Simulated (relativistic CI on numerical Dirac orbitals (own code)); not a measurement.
**Line list: Electric-dipole lines, Kr³³⁺**

Computed by Dirac-Coulomb-Breit CI, KLI orbitals optimised for each configuration, model QED, unscaled Slater integrals (own radial code, finite nucleus).

CI space (outside the closed core 1s2): 2s, 2p, 3s, 3p, 3d, 4s, 4p, 4d, 4f, 5s, 5p, 5d, 5f, 5g, 6s, 6p, 6d. Levels of other configurations are missing.

```csv
λ vac (Å),Lower,Upper,A (s⁻¹),E lower (10³ cm⁻¹),E upper (10³ cm⁻¹)
4.0658,2p 2P°_1/2 [2],4d 2D_3/2 [12],2.45e+13,575.9,25171.4
4.1507,2p 2P°_3/2 [3],4d 2D_5/2 [13],2.82e+13,1099.5,25192.0
5.2878,2s 2S_1/2 [1],3p 2P°_3/2 [6],2.90e+13,0.0,18911.4
5.3315,2s 2S_1/2 [1],3p 2P°_1/2 [5],3.10e+13,0.0,18756.4
5.4367,2p 2P°_1/2 [2],3d 2D_3/2 [7],7.48e+13,575.9,18969.3
5.5808,2p 2P°_3/2 [3],3d 2D_5/2 [8],8.72e+13,1099.5,19018.1
5.5960,2p 2P°_3/2 [3],3d 2D_3/2 [7],1.45e+13,1099.5,18969.3
10.769,3p 2P°_1/2 [5],5d 2D_3/2 [19],3.87e+12,18756.4,28042.7
10.939,3p 2P°_3/2 [6],5d 2D_5/2 [20],4.58e+12,18911.4,28053.2
11.008,3d 2D_3/2 [7],5f 2F°_5/2 [21],5.75e+12,18969.3,28053.9
11.061,3d 2D_5/2 [8],5f 2F°_7/2 [22],6.08e+12,19018.1,28059.2
15.265,3s 2S_1/2 [4],4p 2P°_3/2 [11],3.79e+12,18596.5,25147.4
15.419,3s 2S_1/2 [4],4p 2P°_1/2 [10],4.10e+12,18596.5,25082.1
15.588,3p 2P°_1/2 [5],4d 2D_3/2 [12],7.80e+12,18756.4,25171.4
15.922,3p 2P°_3/2 [6],4d 2D_5/2 [13],9.37e+12,18911.4,25192.0
16.067,3d 2D_3/2 [7],4f 2F°_5/2 [14],1.73e+13,18969.3,25193.3
16.167,3d 2D_5/2 [8],4f 2F°_7/2 [15],1.84e+13,19018.1,25203.6
16.194,3d 2D_5/2 [8],4f 2F°_5/2 [14],1.23e+12,19018.1,25193.3
22.419,4p 2P°_3/2 [11],6d 2D_5/2 [29],1.15e+12,25147.4,29607.9
33.177,4s 2S_1/2 [9],5p 2P°_3/2 [18],8.88e+11,25016.3,28030.4
33.549,4s 2S_1/2 [9],5p 2P°_1/2 [17],9.68e+11,25016.3,27997.1
33.777,4p 2P°_1/2 [10],5d 2D_3/2 [19],1.60e+12,25082.1,28042.7
34.414,4p 2P°_3/2 [11],5d 2D_5/2 [20],1.96e+12,25147.4,28053.2
34.692,4d 2D_3/2 [12],5f 2F°_5/2 [21],3.23e+12,25171.4,28053.9
34.878,4d 2D_5/2 [13],5f 2F°_7/2 [22],3.46e+12,25192.0,28059.2
34.893,4f 2F°_5/2 [14],5g 2G_7/2 [23],5.50e+12,25193.3,28059.2
34.980,4f 2F°_7/2 [15],5g 2G_9/2 [24],5.69e+12,25203.6,28062.3
61.315,5s 2S_1/2 [16],6p 2P°_3/2 [27],2.88e+11,27963.8,29594.7
62.316,5p 2P°_1/2 [17],6d 2D_3/2 [28],4.77e+11,27997.1,29601.8
63.393,5p 2P°_3/2 [18],6d 2D_5/2 [29],5.87e+11,28030.4,29607.9
```

Terms are leading LS components. Brackets give the number of a level in order of energy, since labels repeat. The list gives strong lines, with weight on those to low levels, without lines whose two gauges differ by over a factor of 2.5. Levels whose partners in the same complex of configurations lie outside the list can be far off, and so can their lines. Rates are taken at the computed energies, electric ones in the length gauge.

At this charge energies of transitions that change n are usually good to better than 1 %, and those within a shell (Δn = 0) to a few per cent.
